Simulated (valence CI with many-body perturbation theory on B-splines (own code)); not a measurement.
## Sensitivity of CI+MBPT for Tm28+

Calculated by configuration interaction combined with many-body perturbation theory (CI+MBPT): five valence electrons over a frozen Dirac-Fock core [Kr], a basis of 6 s, 6 p, 5 d, 5 f, 1 g functions for each j, with the one-electron correlation potential Σ1 (screened to all orders), the two-electron term Σ2, the three-electron term Σ3, Breit, model QED; selected single and double excitations, second order for the rest, scaled by the run's own slope (own B-spline code, finite nucleus).

No measured spectrum was set against this ion. As an estimate, large intervals hold to a few tenths of a per cent, small ones and those within an open d or f shell to about a per cent. Only levels of the ground parity were solved; by the run's estimate the other parity begins above the list, which can be wrong where configurations are misplaced.

The reference run has the lowest level (4d3/2^4 4d5/2) J=5/2 and an ionisation energy of 1051.25 eV. Its largest variational space holds 10000 state functions.

Levels are named by their leading jj configuration (3d3/2^4 stands for four electrons in 3d with j = 3/2), which in mixed levels can hold well under half, so a name can repeat and another be missing. Letters in brackets count levels of one name in rising energy.

| Level | Reference (cm⁻¹) | Shift (cm⁻¹) |
| --- | --- | --- |
| (4d3/2^3 4d5/2^2) J=5/2 [a] | 63646 | +658 |
| (4d3/2^3 4d5/2^2) J=7/2 [a] | 96794 | +692 |
| (4d3/2^3 4d5/2^2) J=3/2 [a] | 100046 | +700 |
| (4d3/2^3 4d5/2^2) J=11/2 | 103488 | +703 |
| (4d3/2^3 4d5/2^2) J=9/2 | 112940 | +746 |
| (4d3/2^3 4d5/2^2) J=5/2 [b] | 118068 | +818 |
| (4d3/2^3 4d5/2^2) J=1/2 | 123466 | +830 |
| (4d3/2^3 4d5/2^2) J=7/2 [b] | 134188 | +736 |
| (4d3/2^2 4d5/2^3) J=5/2 [a] | 160759 | +1355 |
| (4d3/2^3 4d5/2^2) J=3/2 [b] | 166877 | +939 |
| (4d3/2^2 4d5/2^3) J=7/2 [a] | 177748 | +1479 |
| (4d3/2^2 4d5/2^3) J=11/2 | 182548 | +1481 |

The ionisation energy moves by +0.56 eV.

Q: Which of these changes was made?
A. size limit of the variational space 10000 → 100; second order for the rest on → off
B. shift of the energy in Σ1 (hartree) 0 → 12.1
C. natural orbitals for correlation on → off
D. QED terms on → off

A: B. shift of the energy in Σ1 (hartree) 0 → 12.1.
